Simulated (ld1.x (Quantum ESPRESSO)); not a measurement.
molybdenum: excitation energies, all-electron against TM

| Quantity | Value |
| --- | --- |
| Element | Mo |
| Generator | ld1.x (Quantum ESPRESSO) 7.5 |
| Type | norm-conserving Troullier–Martins (Kleinman–Bylander form) |
| Functional | PBE |
| Relativity | scalar-relativistic |
| Frozen core | [Ar] 3d10 |
| Valence charge | 14 |
| Reference configuration | 4s2 4p6 4d5 5s0.5 5p0 (charge +0.5) |
| Partial waves | 4s (bound): rc 1.45 bohr; 4p (bound): rc 1.20 bohr; 4d (bound): rc 1.45 bohr |
| Local potential | the d channel |
| Core correction | none |

Occupied shells without a wave of their own: 5s. They enter only through the test configuration that unscreens the potential.

Energies are relative to the spin-unpolarised reference configuration 4s2 4p6 4d5 5s0.5 5p0; without spin polarisation the order of configurations can differ from experiment.

```json
{"valence configuration": "4s2 4p6 4d5 5s0 5p0", "charge": "+1", "ΔE all-electron (eV)": "4.163", "error AE − PS (meV)": "-32"}
{"valence configuration": "4s2 4p6 4d4 5s0 5p0", "charge": "+2", "ΔE all-electron (eV)": "19.625", "error AE − PS (meV)": "-49"}
{"valence configuration": "4s2 4p6 4d4 5s1 5p0", "charge": "+1", "ΔE all-electron (eV)": "5.337", "error AE − PS (meV)": "+41"}
{"valence configuration": "4s2 4p6 4d4 5s1 5p1", "charge": "0", "ΔE all-electron (eV)": "1.013", "error AE − PS (meV)": "+34"}
{"valence configuration": "4s2 4p6 4d4 5s2 5p0", "charge": "0", "ΔE all-electron (eV)": "-2.528", "error AE − PS (meV)": "+93"}
{"valence configuration": "4s2 4p6 4d3 5s0 5p0", "charge": "+3", "ΔE all-electron (eV)": "46.369", "error AE − PS (meV)": "-68"}
```

Question: What are ΔE and the potential's error for 4s2 4p6 4d5 5s1 5p0?

Answer: ΔE = -2.727 eV all-electron; the error (AE − PS) is +25 meV.

Levels in the configuration 4s2 4p6 4d3 5s0 5p0:

```csv
level,all-electron (eV),pseudo (eV)
4s,-96.301,-96.316
4p,-70.021,-70.038
4d,-32.906,-32.925
```
